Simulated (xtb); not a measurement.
1,2,4-triazole (C2H3N3), SMILES c1nc[nH]n1. All values are semi-empirical tight-binding results from xtb (GFN2-xTB unless named), good for trends rather than for accurate numbers. Coordinates come from a GFN2-xTB optimisation.

Problem. Estimate the properties. (An estimate is asked for; the answer gives what the named calculation found.)

Solution. 
- point group as xtb finds it: Cs
- orbital gap: 4.27 eV
- dipole moment: 3.03 D
- zero-point energy: 36.3 kcal/mol
- G − E(el) at 298.15 K (modified RRHO): 19.9 kcal/mol
- static polarisability (D4 model): 45.1 bohr³
- solvation energy, GFN2-xTB/ALPB(water): -7.8 kcal/mol
- solvation energy, GFN2-xTB/ALPB(dmf): -7.1 kcal/mol

Computed IR lines (harmonic; lines under 4 % of the strongest left out, lines within 3 cm⁻¹ merged):
ν (cm⁻¹): 603 (m), 652 (m), 674 (s), 818 (w), 927 (w), 938 (m), 1059 (m), 1095 (w), 1138 (w), 1193 (m), 1315 (m), 1352 (w), 1385 (m), 1514 (vs), 3185 (w), 3201 (w), 3449 (w) (against the strongest line: vs over 80 %, s over 45 %, m over 15 %, w over 4 %, vw less)
